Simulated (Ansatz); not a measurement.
Coupled-cluster run, C$_{4}$H$_{6}$F$_{4}$, SMILES `FCC(F)(CF)CF`.

```yaml
crystal:
  periodic: [false, false, false]
  atoms:
    - {symbol: F, position_ang: [-2.037479, -0.086939, 1.212151]}
    - {symbol: C, position_ang: [-0.809263, -0.665923, 0.987120]}
    - {symbol: C, position_ang: [-0.205304, -0.123049, -0.289250]}
    - {symbol: F, position_ang: [-1.001385, -0.519821, -1.355238]}
    - {symbol: C, position_ang: [-0.213007, 1.398569, -0.331268]}
    - {symbol: F, position_ang: [0.521338, 1.898973, 0.722885]}
    - {symbol: C, position_ang: [1.196555, -0.647060, -0.502760]}
    - {symbol: F, position_ang: [1.262707, -2.003276, -0.270031]}
    - {symbol: H, position_ang: [-0.942857, -1.745127, 0.899427]}
    - {symbol: H, position_ang: [-0.157338, -0.438935, 1.834761]}
    - {symbol: H, position_ang: [-1.240296, 1.756508, -0.251528]}
    - {symbol: H, position_ang: [0.231053, 1.751345, -1.266347]}
    - {symbol: H, position_ang: [1.493313, -0.460088, -1.538433]}
    - {symbol: H, position_ang: [1.889064, -0.144377, 0.177412]}
basis:
  gaussian: {orbitals: def2-TZVPP}
correlation: {method: ccsd_t}
output: {orbitals: {seedname: orbitals}}
```

```sh
$ ansatz run in.yaml --threads 2 --pin off --events-out ev --progress --plain --max-ram 32768MiB --backend cuda --devices 0, --max-vram 18GiB
```

The program prints (abridged):

```
Functional definition: HF
2074 factors; integrals over basis functions are off by at most 1.3e-3 eV
mean field evaluation 1: about -15042.1131 eV, gradient 4.1e1 eV
mean field evaluation 2: about -15042.4493 eV, gradient 4.1e1 eV
mean field evaluation 4: about -15046.1795 eV, gradient 5.4e0 eV
mean field evaluation 8: about -15046.2537 eV, gradient 2.2e-1 eV
mean field -15046.25380742 eV, -552.9396287056 hartree, gradient 2.4e-6 eV, S^2 0.000000; 0 other end points of the search recorded, 0 dependent functions left out
8 core orbitals not correlated: weight in the atoms' cores, before any rotation towards them, 1.000 or more for the frozen orbitals, at most 0.000 for the correlated occupied ones
reference -15046.25380742 eV, -552.9396287056 hartree; 25, 25 occupied and 299, 299 virtual orbitals, 2074 factors
second order -45.21070159 eV of doubles, -0.00000000 eV of singles
cycle   1  -45.08327192 eV  change    1.3e-1 eV  update   1.3e-1
cycle   2  -46.00479284 eV  change   -9.2e-1 eV  update   3.8e-2
cycle   3  -46.22298221 eV  change   -2.2e-1 eV  update   1.7e-2
cycle   4  -46.20177576 eV  change    2.1e-2 eV  update   3.2e-3
cycle   5  -46.19955699 eV  change    2.2e-3 eV  update   1.2e-3
cycle   6  -46.20110433 eV  change   -1.5e-3 eV  update   3.4e-4
cycle   7  -46.20107830 eV  change    2.6e-5 eV  update   1.3e-4
cycle   8  -46.20094926 eV  change    1.3e-4 eV  update   4.0e-5
cycle   9  -46.20094302 eV  change    6.2e-6 eV  update   1.5e-5
perturbative correction -1.55580507 eV, -0.0571747818 hartree
Total energy: -15094.01055551 eV, -554.6946568271 hartree
```

Hardware: 2 threads of an AMD EPYC 7R13 on a shared host and a share of an NVIDIA H100 80 GB. Wall time 27 s, peak host memory 0.86 GiB.

The correlation energy is -47.757 eV, 3.3 % of it from (T); the T1 diagnostic reads 0.0112.
